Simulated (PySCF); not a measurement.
# Nuclear quadrupole coupling in `CS/C=C\OC(F)(F)F`

Compound: C4H5F3OS.
SMILES with atom numbers: `[CH3:1][S:2]/[CH:3]=[CH:4]\[O:5][C:6]([F:7])([F:8])[F:9]` (hydrogens: H10, H11, H12 on C1; H13 on C3; H14 on C4)

Structure used (GFN2-xTB), in Å, numbered top down from 1:
```xyz
14
C4H5F3OS angstrom
C      3.1227    0.2833    0.1166
S      1.4293    0.9498    0.0244
C      0.5440   -0.4863    0.4599
C     -0.7786   -0.5435    0.5507
O     -1.5514    0.6018    0.2945
C     -2.8527    0.4186    0.2457
F     -3.4591    1.5641   -0.0281
F     -3.2403   -0.4696   -0.6904
F     -3.3804   -0.0420    1.3975
H      3.3150   -0.0892    1.1179
H      3.7916    1.1082   -0.1047
H      3.2497   -0.5016   -0.6225
H      1.1328   -1.3618    0.6699
H     -1.3235   -1.4325    0.8263
```

Field gradients from the PBE0/pcSseg-1 density (PySCF, non-relativistic), principal values in atomic units, ordered |Vxx| ≤ |Vyy| ≤ |Vzz|:

| atom | Vxx | Vyy | Vzz |
| --- | --- | --- | --- |
| S2 | 0.3847 | 2.4125 | -2.7971 |
| O5 | -0.2494 | -1.6219 | 1.8713 |

Question: Find the asymmetry η = (Vxx − Vyy)/Vzz and the couplings χ = eQV/h (234.96 MHz × Q in barn × V in au), with Q(33S) = −0.0678 b, Q(17O) = −0.0256 b.

Answer: 
```
atom     environment  nucleus     η  χzz (MHz)  χxx (MHz)  χyy (MHz)
  S2  sulfide sulfur      33S  0.72      44.56      -6.13     -38.43
  O5    ether oxygen      17O  0.73     -11.26       1.50       9.76
```

Question: What is Vzz at O5 in SI units (1 au = 9.71736 × 10²¹ V/m²)?

Answer: 1.8713 au = 18.184 × 10²¹ V/m².

Question: And the gradient at the other heavy atoms, for which no coupling is worked out here?

Answer: 
| atom | environment | Vzz (au) | η |
| --- | --- | --- | --- |
| C1 | S-methyl carbon | 0.293 | 0.05 |
| C3 | alkene CH carbon | -0.228 | 0.11 |
| C4 | vinylic carbon bearing oxygen | 0.421 | 0.69 |
| C6 | CF3 carbon | -0.170 | 0.07 |
| F7 | fluorine of a CF3 group | 3.011 | 0.02 |
| F8 | fluorine of a CF3 group | 2.930 | 0.05 |
| F9 | fluorine of a CF3 group | 2.922 | 0.05 |

Question: What couplings would deuterons (Q(2H) = 0.00286 b) have in place of the hydrogens, at this geometry?

Answer: 
```json
{"atom": "H10", "bonded to": "C1", "bond length (Å)": "1.086", "Vzz (au)": "0.3140", "η": "0.03", "χzz (kHz)": "211"}
{"atom": "H11", "bonded to": "C1", "bond length (Å)": "1.085", "Vzz (au)": "0.3163", "η": "0.05", "χzz (kHz)": "213"}
{"atom": "H12", "bonded to": "C1", "bond length (Å)": "1.086", "Vzz (au)": "0.3139", "η": "0.03", "χzz (kHz)": "211"}
{"atom": "H13", "bonded to": "C3", "bond length (Å)": "1.076", "Vzz (au)": "0.3350", "η": "0.10", "χzz (kHz)": "225"}
{"atom": "H14", "bonded to": "C4", "bond length (Å)": "1.078", "Vzz (au)": "0.3206", "η": "0.17", "χzz (kHz)": "215"}
```

Geometry: GFN2-xTB, one conformer, isolated molecule. GFN2-xTB bond lengths can be off by several hundredths of an ångström, more for odd bonds, and the gradients follow them. These gradients aren't converged with respect to the basis.
